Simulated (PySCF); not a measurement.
Which determinant of RhSe lies lowest?

Unrestricted PBE0; Rh x2c-TZVPPall, Se x2c-TZVPPall; spin-free X2C with a Gaussian nucleus (PySCF 2.14). Outer shells of the fragments: Rh 4d8 5s1; Se 3d10 4s2 4p4.

Followed along the bond (rough minima from three points):

| 2Ms+1 | unpaired | ⟨S²⟩ at the start | R at minimum (Å) | Te (eV) |
| --- | --- | --- | --- | --- |
| 4 | σ ↑, π ↑↑ | 3.76 | 2.19 | 0.00 |
| 4 | π ↑↑, δ ↑ | 3.77 | 2.22 | 0.12 |
| 2 | σ ↓, π ↑↑ | 1.77 | 2.18 | 0.23 |
| 4 | σ ↑, π ↑, δ ↑ | 3.76 | 2.30 | 0.36 |
| 2 | σ ↑, π ↑↓ | 1.77 | 2.21 | 0.37 |
| 2 | π ↑↑, δ ↓ | 1.77 | 2.22 | 0.51 |

Solutions found at the starting distance of 2.290 Å, counted from the lowest of them; the search is not exhaustive and high or unbound solutions are not listed, so other states can lie among these:

```
2Ms+1       unpaired          term  E (eV)  ⟨S²⟩  ⟨Lz²⟩  μ (D)
    4      σ ↑, π ↑↑  not assigned    0.00  3.76   1.15  -3.36
    4      π ↑↑, δ ↑            ⁴Δ    0.05  3.77   4.01  -3.16
    2      σ ↓, π ↑↑         mixed    0.24  1.77   0.00  -3.18
    4  σ ↑, π ↑, δ ↑         mixed    0.25  3.76   5.02  -3.97
    2      σ ↑, π ↑↓         mixed    0.29  1.77   3.66  -3.33
    2      π ↑↑, δ ↓         mixed    0.44  1.77   4.01  -2.65
    2            π ↑         mixed    0.58  1.35   1.06  -3.06
    2  σ ↓, π ↑, δ ↑         mixed    0.89  1.76   5.04  -3.87
    2            π ↑            ²Π    0.97  0.76   1.06  -3.75
    4          π ↑↑↑            ⁴Π    1.19  3.76   1.01  -2.91
```

A term symbol is given only where ⟨S²⟩ and ⟨Lz²⟩ are close to those of a pure state; real π, δ and φ orbitals otherwise mix terms. A positive dipole means Rh(−)Se(+).

Compare the gap between the two lowest followed solutions at the starting distance with the gap between their minima.

At PBE0 the second solution (quartet, unpaired electrons π ↑↑, δ ↑) lies +0.05 eV from the first (quartet, unpaired electrons σ ↑, π ↑↑) at 2.290 Å and +0.12 eV at the minima; the two curves relax by different amounts, since their minima lie near 2.22 and 2.19 Å.

Spin–orbit coupling is left out. The state is the lowest single determinant that the PBE0 search found; with open d or f shells the true ground state can be another one.
